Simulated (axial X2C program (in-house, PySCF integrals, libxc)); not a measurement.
## NbBr: nuclear properties from DFT to coupled cluster

Calculated with an in-house all-electron X2C program for linear molecules (integrals from PySCF): two-component X2C with atomic mean-field Coulomb and Gaunt terms, Gaussian nuclei, basis Nb dyall-acv3z, Br dyall-acv3z with contracted cores.

R = 2.439 Å (near the PBE0 minimum at charge 0 of the determinant lowest at the starting distance; the state shown can have its own minimum elsewhere); state Ω = 1 (⟨Sz⟩ = 2.00, ⟨Lz⟩ = -1.00 at PBE0).

```csv
level,Eeff magnitude (GV/cm),Ws magnitude Nb (kHz),A∥/gI Nb (MHz),qzz Nb (a.u.),A∥/gI Br (MHz),μ (D)
PBE0,0.404,0.363,813,0.79,-148,-3.93
HF,0.644,0.566,643,0.17,-122,-4.88
B3LYP,0.795,0.496,909,0.89,-135,-3.69
```

Eeff is the effective electric field on the electron electric dipole moment in this Ω state and Ws the scalar–pseudoscalar constant of the nucleus named (defined with the proton number Z and per Ω); A∥ (defined per Ω) follows by multiplying with gI = μI/(I μN); qzz is the electric field gradient, eQq0 = 234.96 MHz × Q/barn × qzz; μ is positive if the Br end (last atom) is positive. The operators were transformed with the bare-nucleus X2C matrices; with these basis sets, hyperfine constants and field gradients can be off by tens of per cent, and where levels differ in sign neither size nor sign is settled.

Finite-field MP2, CCSD and CCSD(T), with 30 electrons correlated in 130 natural virtual spinors (MP2 remainder added):

| level | Eeff magnitude (GV/cm) | Ws magnitude Nb (kHz) | A∥/gI Nb (MHz) | qzz Nb (a.u.) | A∥/gI Br (MHz) | μ (D) |
| --- | --- | --- | --- | --- | --- | --- |
| MP2 | 0.231 | 0.298 | 731 | 0.56 | -128 | -4.42 |
| CCSD | 0.59 | 0.454 | 780 | 0.45 | -125 | -4.39 |
| CCSD(T) | 0.746 | 0.505 | 806 | 0.50 | -127 | -4.11 |

T1 = 0.011 (Lee–Taylor). One unrestricted determinant, the lowest of a limited PBE0 search, is the reference; the functionals treat spin collinearly. With several open shells it need not be a pure state. Eeff spreads by more than a factor of two over the levels. Correlation of the inner shells is missing, which matters for properties at the nucleus. Number of frozen shells: Nb 3 s, 2 p, 1 d; Br 3 s, 2 p.

Problem. By how much does correlation change each value, CCSD(T) against HF?

Solution. Eeff magnitude 16 %; Ws magnitude Nb -11 %; A∥/gI Nb 25 %; qzz Nb 194 %; A∥/gI Br 4 %; μ -16 %.
